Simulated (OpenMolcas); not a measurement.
# Co I: from CASSCF to CASPT2

```yaml
Program: OpenMolcas
Basis: ANO-RCC-VDZP [5s4p2d1f]
Scalar_Hamiltonian: DKH2, point nucleus
Active_space: 7 electrons in 5 orbitals (3d)
State_averaging: 2S+1 = 4 even, 10 roots; 2S+1 = 2 even, 40 roots (35 in the spin-orbit step)
Spin-orbit_coupling: state interaction with AMFI integrals over the reference wave functions, term energies averaged over their components
```

Methods on the same reference wave functions:
A. CASSCF
B. SS-CASPT2, IPEA 0.25 Eh, imaginary shift 0.1 Eh (closed shells correlated: 3s 3p 4s)

Energies in eV above 3d7 4s2 4F 9/2, the measured ground level; measured values from NIST Handbook of Basic Atomic Spectroscopic Data.

```json
{"Level": "3d7 4s2 4F 9/2", "A": "0.0000", "B": "0.0000", "Measured": "0.0000"}
{"Level": "3d7 4s2 4F 7/2", "A": "0.1027", "B": "0.1032", "Measured": "0.1012"}
{"Level": "3d7 4s2 4F 5/2", "A": "0.1787", "B": "0.1788", "Measured": "0.1744"}
{"Level": "3d7 4s2 4F 3/2", "A": "0.2310", "B": "0.2305", "Measured": "0.2243"}
{"Level": "3d7 4s2 2G 9/2", "A": "2.3053", "B": "2.031", "Measured": ""}
{"Level": "3d7 4s2 4P 5/2", "A": "2.3171", "B": "1.963", "Measured": "1.7104"}
{"Level": "3d7 4s2 4P 3/2", "A": "2.3513", "B": "1.998", "Measured": "1.7403"}
{"Level": "3d7 4s2 4P 1/2", "A": "2.3987", "B": "2.045", "Measured": "1.7853"}
{"Level": "3d7 4s2 2G 7/2", "A": "2.4028", "B": "2.128", "Measured": ""}
{"Level": "3d7 4s2 2P 3/2 [72 %]", "A": "3.0500", "B": "2.682", "Measured": ""}
{"Level": "3d7 4s2 2H 11/2", "A": "3.0660", "B": "2.750", "Measured": ""}
{"Level": "3d7 4s2 2P 1/2", "A": "3.1518", "B": "2.814", "Measured": ""}
{"Level": "3d7 4s2 2H 9/2", "A": "3.1520", "B": "2.837", "Measured": ""}
{"Level": "3d7 4s2 2D 5/2", "A": "3.3192", "B": "2.813", "Measured": ""}
{"Level": "3d7 4s2 2D 3/2 [74 %]", "A": "3.4714", "B": "2.995", "Measured": ""}
{"Level": "3d7 4s2 2F 5/2", "A": "5.3130", "B": "4.629", "Measured": ""}
{"Level": "3d7 4s2 2F 7/2", "A": "5.3524", "B": "4.668", "Measured": ""}
```

Deviations, from unrounded energies. A percentage is the sum of absolute deviations over the sum of measured energies, with the sign that they share, or ± where signs differ.

```json
{"Against measurement": "mean absolute deviation (cm-1)", "Levels": "6", "A": "2500", "B": "1100"}
{"Against measurement": "fine structure of the ground term (%)", "Levels": "3", "A": "+2.5", "B": "+2.5"}
{"Against measurement": "other terms of the ground configuration (%)", "Levels": "3", "A": "+35.0", "B": "+14.7"}
```

B lies closest to measurement on these levels. The largest miss of B in the table is 3d7 4s2 4P 1/2, by +2100 cm-1. The ranking rests on the paired levels alone, and a cruder setting can come out closer through cancelling errors.

From A to B the spin-free energies of the other terms of 3d7 4s2 shown, above 4F, scale by factors of 0.84 to 0.89, as is usual when dynamic correlation screens the repulsion within a d or f shell.

The lowest spin-free term lies below A's lowest term by 0.449 hartree in B.

CASPT2 does not keep the components of a term degenerate, so their means are used; among the terms shown or strongly mixed into the levels shown the widest spread is 1000 cm-1 (3d7 4s2 2H, B). Some high roots are left out of the spin-orbit mixing, which shifts the levels that they would mix with. With the s shell closed, the reference lacks s² → p², s² → d² and s → d mixing, so excited terms can stand far too high and out of order, with CASPT2 too. Without dynamic correlation excited terms often stand tens of per cent too high (terms of higher spin than the ground term too low), and those without a measured partner can miss by more than the paired ones (holds for A). The CASPT2 spread within a term exceeds the gap to the next term for 3d7 4s2 2P and 3d7 4s2 2H, 3d7 4s2 2H and 3d7 4s2 2D, so the order of their levels is uncertain (holds for B). Computed and measured levels are paired by configuration, term and J; levels that our copy of the source lacks, or whose pairing is in doubt (as where it misses far off the trend of its configuration), stay unpaired and out of the deviations. Levels of configurations outside the active space are missing.

A share in square brackets marks a mixed level and gives the weight of the term that names it, the lowest over the columns.
